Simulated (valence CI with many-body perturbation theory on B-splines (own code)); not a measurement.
## Forbidden lines of Bi LXXVII

Level of theory: relativistic CI+MBPT: five valence electrons over a frozen Dirac-Fock core [He], a basis of 11 s, 11 p, 10 d, 8 f, 5 g, 2 h functions for each j, with the one-electron correlation potential Σ1 (screened to all orders), the two-electron term Σ2, the three-electron term Σ3, Breit, model QED; selected single and double excitations, second order for the rest, scaled by the run's own slope (own B-spline code, finite nucleus).

The last digits are not significant, and no measured levels were compared; by estimate large intervals hold to a few tenths of a per cent, small ones and those within an open d or f shell to about a per cent. Among the levels kept, up to 7700 cm⁻¹ of a level comes from second order outside the variational space, and about a tenth of that is noise between levels of different J, which matters for small intervals.

Lines 1 to 50 of 120 in falling wavelength, among levels below 1302.6 Ry, chosen from the decays that carry over 1 % of a level's rate. Wavelengths and rates use the calculated energies. Electric multipoles are in the length gauge, E1 and E2 with the static RPA response of the core. Weak lines are less certain than strong ones. Lines between different terms over intervals too small for the method are left out, as are lines whose strength nearly cancels.

Levels are named by their leading jj configuration (3d3/2^4 stands for four electrons in 3d with j = 3/2), which in mixed levels can hold well under half, so a name can repeat and another be missing. Letters in brackets count levels of one name in rising energy.

| λ vac (nm) | Upper | Lower | Type | A (s⁻¹) | Branch % |
| --- | --- | --- | --- | --- | --- |
| 0.5192 | (2s^2 2p1/2 2p3/2^2) J=3/2 | (2s^2 2p1/2^2 2p3/2) J=3/2 | M1 | 1.23e+11 | 99.7 |
| 0.5177 | (2s^2 2p3/2^3) J=3/2 | (2s^2 2p1/2 2p3/2^2) J=1/2 | M1 | 3.06e+10 | 7.6 |
| 0.5149 | (2s^2 2p1/2 2p3/2 3p1/2) J=1/2 | (2s^2 2p1/2^2 3p1/2) J=1/2 | M1 | 8.35e+10 | 2.3 |
| 0.5143 | (2s^2 2p1/2 2p3/2^2) J=5/2 | (2s^2 2p1/2^2 2p3/2) J=3/2 | M1 | 2.03e+10 | 94.2 |
| 0.5143 | (2s^2 2p1/2 2p3/2^2) J=5/2 | (2s^2 2p1/2^2 2p3/2) J=3/2 | E2 | 1.25e+09 | 5.8 |
| 0.5136 | (2s^2 2p1/2 2p3/2 3p1/2) J=3/2 [a] | (2s^2 2p1/2^2 3p1/2) J=1/2 | M1 | 6.17e+10 | 1.4 |
| 0.5133 | (2s^2 2p3/2^2 3d5/2) J=9/2 | (2s^2 2p1/2 2p3/2 3d5/2) J=7/2 [b] | M1 | 2.92e+10 | 2.0 |
| 0.5072 | (2s^2 2p3/2^2 3d5/2) J=9/2 | (2s^2 2p1/2 2p3/2 3d5/2) J=9/2 | M1 | 5.01e+10 | 3.4 |
| 0.5041 | (2s^2 2p3/2^3) J=3/2 | (2s^2 2p1/2 2p3/2^2) J=5/2 | M1 | 3.30e+10 | 8.2 |
| 0.5030 | (2s^2 2p3/2^2 3d5/2) J=9/2 | (2s^2 2p1/2 2p3/2 3d5/2) J=7/2 [a] | M1 | 4.31e+10 | 3.0 |
| 0.5009 | (2s^2 2p1/2 2p3/2^2) J=1/2 | (2s^2 2p1/2^2 2p3/2) J=3/2 | M1 | 6.56e+10 | 98.5 |
| 0.5009 | (2s^2 2p1/2 2p3/2^2) J=1/2 | (2s^2 2p1/2^2 2p3/2) J=3/2 | E2 | 1.02e+09 | 1.5 |
| 0.4995 | (2s^2 2p3/2^3) J=3/2 | (2s^2 2p1/2 2p3/2^2) J=3/2 | M1 | 1.31e+11 | 32.5 |
| 0.1114 | (2s^2 2p1/2 2p3/2 3p1/2) J=1/2 | (2s^2 2p1/2 2p3/2^2) J=1/2 | M1 | 6.15e+10 | 1.7 |
| 0.1113 | (2s^2 2p1/2 2p3/2 3p1/2) J=3/2 [a] | (2s^2 2p1/2 2p3/2^2) J=1/2 | E2 | 5.35e+11 | 12.2 |
| 0.1112 | (2s^2 2p1/2 2p3/2 3p1/2) J=5/2 | (2s^2 2p1/2 2p3/2^2) J=1/2 | E2 | 1.08e+12 | 19.4 |
| 0.1107 | (2s^2 2p1/2 2p3/2 3p1/2) J=1/2 | (2s^2 2p1/2 2p3/2^2) J=5/2 | E2 | 1.14e+12 | 31.0 |
| 0.1107 | (2s^2 2p1/2^2 3p1/2) J=1/2 | (2s^2 2p1/2^2 2p3/2) J=3/2 | E2 | 5.55e+12 | 94.7 |
| 0.1107 | (2s^2 2p1/2^2 3p1/2) J=1/2 | (2s^2 2p1/2^2 2p3/2) J=3/2 | M1 | 1.87e+11 | 3.2 |
| 0.1107 | (2s^2 2p1/2 2p3/2 3p1/2) J=3/2 [a] | (2s^2 2p1/2 2p3/2^2) J=5/2 | M1 | 1.14e+11 | 2.6 |
| 0.1107 | (2s^2 2p1/2 2p3/2 3p1/2) J=3/2 [a] | (2s^2 2p1/2 2p3/2^2) J=5/2 | E2 | 5.52e+10 | 1.3 |
| 0.1107 | (2s^2 2p1/2 2p3/2 3p1/2) J=3/2 [b] | (2s^2 2p1/2 2p3/2^2) J=1/2 | E2 | 5.34e+11 | 6.5 |
| 0.1106 | (2s^2 2p1/2 2p3/2 3p1/2) J=5/2 | (2s^2 2p1/2 2p3/2^2) J=5/2 | E2 | 3.14e+12 | 56.6 |
| 0.1106 | (2s^2 2p1/2 2p3/2 3p1/2) J=5/2 | (2s^2 2p1/2 2p3/2^2) J=5/2 | M1 | 8.92e+10 | 1.6 |
| 0.1105 | (2s^2 2p1/2 2p3/2 3p1/2) J=1/2 | (2s^2 2p1/2 2p3/2^2) J=3/2 | E2 | 1.71e+12 | 46.6 |
| 0.1105 | (2s^2 2p1/2 2p3/2 3p1/2) J=1/2 | (2s^2 2p1/2 2p3/2^2) J=3/2 | M1 | 1.60e+11 | 4.4 |
| 0.1105 | (2s^2 2p1/2 2p3/2 3p1/2) J=3/2 [a] | (2s^2 2p1/2 2p3/2^2) J=3/2 | E2 | 3.33e+12 | 76.2 |
| 0.1104 | (2s^2 2p3/2^2 3p1/2) J=3/2 | (2s^2 2p3/2^3) J=3/2 | E2 | 1.12e+12 | 13.1 |
| 0.1104 | (2s^2 2p3/2^2 3p1/2) J=3/2 | (2s^2 2p3/2^3) J=3/2 | M1 | 1.87e+11 | 2.2 |
| 0.1104 | (2s^2 2p3/2^2 3p1/2) J=5/2 | (2s^2 2p3/2^3) J=3/2 | E2 | 3.86e+12 | 48.8 |
| 0.1103 | (2s^2 2p1/2 2p3/2 3p1/2) J=5/2 | (2s^2 2p1/2 2p3/2^2) J=3/2 | E2 | 7.84e+11 | 14.2 |
| 0.1100 | (2s^2 2p1/2 2p3/2 3p1/2) J=3/2 [b] | (2s^2 2p1/2 2p3/2^2) J=5/2 | E2 | 3.08e+12 | 37.5 |
| 0.1098 | (2s^2 2p1/2 2p3/2 3p1/2) J=3/2 [b] | (2s^2 2p1/2 2p3/2^2) J=3/2 | E2 | 2.70e+11 | 3.3 |
| 0.1098 | (2s^2 2p1/2 2p3/2 3p1/2) J=3/2 [b] | (2s^2 2p1/2 2p3/2^2) J=3/2 | M1 | 8.49e+10 | 1.0 |
| 0.1097 | (2s^2 2p3/2^2 3p1/2) J=1/2 | (2s^2 2p3/2^3) J=3/2 | E2 | 2.91e+12 | 37.8 |
| 0.1097 | (2s^2 2p3/2^2 3p1/2) J=1/2 | (2s^2 2p3/2^3) J=3/2 | M1 | 9.75e+10 | 1.3 |
| 0.1051 | (2s^2 2p3/2^2 3d5/2) J=9/2 | (2s 2p1/2 2p3/2^3) J=5/2 | E2 | 6.38e+10 | 4.4 |
| 0.1047 | (2s 2p1/2 2p3/2^2 3p3/2) J=7/2 [a] | (2s 2p1/2 2p3/2^3) J=3/2 [a] | E2 | 5.34e+11 | 2.5 |
| 0.1046 | (2s 2p1/2 2p3/2^2 3p3/2) J=9/2 | (2s 2p1/2 2p3/2^3) J=5/2 | E2 | 9.86e+11 | 6.0 |
| 0.1043 | (2s^2 2p1/2 2p3/2 3p3/2) J=3/2 [b] | (2s^2 2p1/2 2p3/2^2) J=1/2 | E2 | 1.05e+12 | 13.8 |
| 0.1043 | (2s 2p1/2 2p3/2^2 3p3/2) J=5/2 [d] | (2s 2p1/2 2p3/2^3) J=3/2 [b] | E2 | 1.31e+12 | 1.0 |
| 0.1043 | (2s 2p1/2^2 2p3/2 3p3/2) J=7/2 | (2s 2p1/2^2 2p3/2^2) J=5/2 | E2 | 1.88e+12 | 3.7 |
| 0.1043 | (2s^2 2p1/2 2p3/2 3p3/2) J=5/2 [b] | (2s^2 2p1/2 2p3/2^2) J=1/2 | E2 | 1.12e+12 | 11.7 |
| 0.1042 | (2s 2p1/2^2 2p3/2 3p3/2) J=1/2 [b] | (2s 2p1/2^2 2p3/2^2) J=3/2 | E2 | 3.41e+12 | 4.7 |
| 0.1041 | (2s^2 2p1/2 2p3/2 3p3/2) J=5/2 [a] | (2s^2 2p1/2 2p3/2^2) J=5/2 | E2 | 4.42e+11 | 5.1 |
| 0.1041 | (2s^2 2p3/2^2 3p3/2) J=7/2 | (2s^2 2p3/2^3) J=3/2 | E2 | 1.10e+12 | 7.1 |
| 0.1041 | (2s^2 2p3/2^2 3p3/2) J=5/2 | (2s^2 2p3/2^3) J=3/2 | E2 | 1.17e+12 | 6.9 |
| 0.1041 | (2s^2 2p1/2 2p3/2 3p3/2) J=1/2 [a] | (2s^2 2p1/2 2p3/2^2) J=5/2 | E2 | 5.00e+11 | 4.7 |
| 0.1041 | (2s^2 2p3/2^2 3p3/2) J=1/2 | (2s^2 2p3/2^3) J=3/2 | E2 | 1.05e+12 | 5.6 |
| 0.1040 | (2s^2 2p1/2 2p3/2 3p3/2) J=3/2 [a] | (2s^2 2p1/2 2p3/2^2) J=5/2 | E2 | 1.42e+12 | 14.1 |
